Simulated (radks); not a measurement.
The numbers below are computed, except where a source is named.
Task: All-electron atom: Tb44+ in [Ar] 3d3. Level of theory: scalar-relativistic Kohn-Sham, SCAN, spin-polarised, spherical densities, finite nucleus; open shells are filled with parallel spins first (spin-orbit coupling, left out, can overturn this in heavy ions); meta-GGA in the generalised Kohn-Sham scheme; Fermi nuclear charge, rms radius 5.06 fm (a radial shooting solver on a logarithmic mesh with Libxc functionals). Some entries of the table are withheld. Estimate them.

| orbital | occ. | eigenvalue (eV) | <r> (bohr) | <r^2> (bohr^2) |
|---|---|---|---|---|
| 1s up | 1 | -54510.75 | 0.02151 | 0.0006316 |
| 1s down | 1 | -54510.25 | 0.02151 | 0.0006316 |
| 2s up | 1 | -11157.01 | 0.09086 | 0.009739 |
| 2s down | 1 | -11137.79 | 0.09075 | 0.009716 |
| 2p up | 3 | -10204.20 | 0.08028 | 0.007851 |
| 2p down | 3 | -10189.39 | 0.08015 | 0.007826 |
| 3s up | 1 | (1) | 0.2254 | 0.05784 |
| 3s down | 1 | (2) | 0.2259 | 0.05812 |
| 3p up | 3 | -3837.021 | 0.2211 | 0.05645 |
| 3p down | 3 | -3816.326 | 0.2218 | 0.05678 |
| 3d up | 3 | -3507.852 | 0.1966 | 0.04471 |

Result: 
(1) 3s up eigenvalue (eV): -4131.492
(2) 3s down eigenvalue (eV): -4111.814
